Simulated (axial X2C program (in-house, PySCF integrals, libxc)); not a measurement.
**What spin–orbit coupling does to MgAs**

All values were computed with an in-house all-electron X2C program for linear molecules (integrals from PySCF). Spin-free means the one-electron spin-free X2C Hamiltonian; two-component (2c) means X2C with spin–orbit coupling and atomic mean-field two-electron Coulomb and Gaunt terms, so the difference of the two also holds small scalar two-electron terms. Basis: As dyall-cv3z [9s9p6d4f1g], Mg dyall-cv3z [9s8p6d3f] (cores contracted in-house); Gaussian nuclei, density fitting, unrestricted open shells. Masses: As 74.922 u, Mg 23.985 u.

Spin-free state: M_S = 3/2, Λ = 0 (beyond evenly filled blocks: σα, π+α, π-α); fragments As + Mg.

```json
{"level": "HF", "Re (Å)": "2.650", "ωe (cm⁻¹)": "237.6", "De (eV)": "0.187", "μ (D)": "2.18"}
{"level": "MP2", "Re (Å)": "2.633", "ωe (cm⁻¹)": "261.4", "De (eV)": "0.450", "μ (D)": "n/a"}
{"level": "CCSD", "Re (Å)": "2.659", "ωe (cm⁻¹)": "233.5", "De (eV)": "0.365", "μ (D)": "n/a"}
{"level": "CCSD(T)", "Re (Å)": "2.658", "ωe (cm⁻¹)": "238.2", "De (eV)": "0.441", "μ (D)": "n/a"}
```

Correlated methods: 7 electrons correlated (number of frozen shells: As 3 s, 2 p, 1 d; Mg 2 s, 1 p), 277 virtual spin orbitals or spinors in MP2, 90 natural virtuals in coupled cluster.

Dipoles are positive if Mg is the positive end.

Two-component determinant lowest at the distance of the search:

Ω = 3/2 (⟨Sz⟩ = 1.49, ⟨Lz⟩ = 0.01 at HF); fragments As + Mg.

```
  level  Re (Å)  ωe (cm⁻¹)  De (eV)  μ (D)
     HF   2.650      237.3    0.186   2.19
    MP2   2.633      260.7    0.448    n/a
   CCSD   2.658      233.1    0.365    n/a
CCSD(T)   2.656      237.7    0.441    n/a
```

Task: From the two tables, how do the constants change at the CCSD(T) level (2c against spin-free)?

Result: At the CCSD(T) level Re drops by 0.002 Å and ωe goes down by 0.5 cm⁻¹; De changes by 0.000 eV.

One determinant describes the state; a PBE0 search over occupations chose it and may have missed a lower one. De is counted from the lowest determinant-based energies of the atoms at the same level, without counterpoise correction. CCSD and (T) use frozen natural virtuals with an MP2 correction for the truncation; (T) itself is uncorrected, so its De runs slightly low. PBE0 can misorder states that lie within some tenths of an eV, so this need not be the ground state of the molecule. The nearest other spin-free determinant of the search, M_S = 1/2, Λ = 0, lies 0.16 eV up at the distance of the search. With several unpaired electrons one determinant need not be a pure state. This is the top spin component of a Σ state; components of lower Ω are not single determinants and can lie lower. The determinant is spin-polarised beyond a pure state at some levels (its spin-free form has ⟨S²⟩ too high), which makes Re and μ there less reliable.
